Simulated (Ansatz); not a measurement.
Tl₄Cl₃⁺, relaxed as a singlet with RKS PBE-D4/def2-SVP in Ansatz, starting from the GFN1-xTB geometry. Force threshold 0.02 eV/Å.

In the def2 sets Tl takes a core potential; there is no spin–orbit coupling. The structure comes from a short search, and lower isomers may exist.

Start:

```xyz
7

Tl   -1.846   -1.776    1.593
Tl   -1.887   -0.554   -1.150
Tl    2.340   -0.050   -0.029
Tl    1.197    2.708    0.267
Cl    0.447   -2.212   -0.139
Cl   -0.605    0.826    1.452
Cl    0.354    1.057   -1.993
```

```json
{"step": "1", "energy (eV)": "-56326.1136", "largest force component (eV/Å)": "1.093", "SCF passes": "17"}
{"step": "2", "energy (eV)": "-56326.6663", "largest force component (eV/Å)": "0.333", "SCF passes": "24"}
{"step": "3", "energy (eV)": "-56326.9118", "largest force component (eV/Å)": "0.288", "SCF passes": "25"}
{"step": "4", "energy (eV)": "-56327.1391", "largest force component (eV/Å)": "0.335", "SCF passes": "18"}
{"step": "5", "energy (eV)": "-56327.2351", "largest force component (eV/Å)": "0.292", "SCF passes": "18"}
{"step": "6", "energy (eV)": "-56327.2842", "largest force component (eV/Å)": "0.253", "SCF passes": "18"}
{"step": "7", "energy (eV)": "-56327.3394", "largest force component (eV/Å)": "0.080", "SCF passes": "19"}
{"step": "8", "energy (eV)": "-56327.3456", "largest force component (eV/Å)": "0.051", "SCF passes": "18"}
{"step": "9", "energy (eV)": "-56327.3472", "largest force component (eV/Å)": "0.021", "SCF passes": "19"}
{"step": "10", "energy (eV)": "-56327.3476", "largest force component (eV/Å)": "0.008", "SCF passes": "19"}
```

Force components are those of the run's own axes.

End:

Cartesian coordinates in Å:
```
Tl -1.257 -1.929 2.325
Tl -1.582 -0.183 -1.615
Tl 2.161 -0.691 -0.011
Tl 0.385 3.247 0.130
Cl -0.204 -2.463 -0.300
Cl -0.490 0.733 1.362
Cl 0.987 1.286 -1.891
```

By distances, no bond broke or formed, bridged metal pairs apart. The bond that changes most is Tl3–Cl5, from 2.88 to 2.97 Å (atoms count from 1). Metal–metal contacts that move far: Tl3–Tl4 3.00 to 4.32 Å, Tl1–Tl2 3.00 to 4.32 Å. The end is the same structure that another start reached.

No frequencies were taken in this run, so the end may be a saddle point.

It took 25 s on 4 threads of Intel Xeon on a shared host.
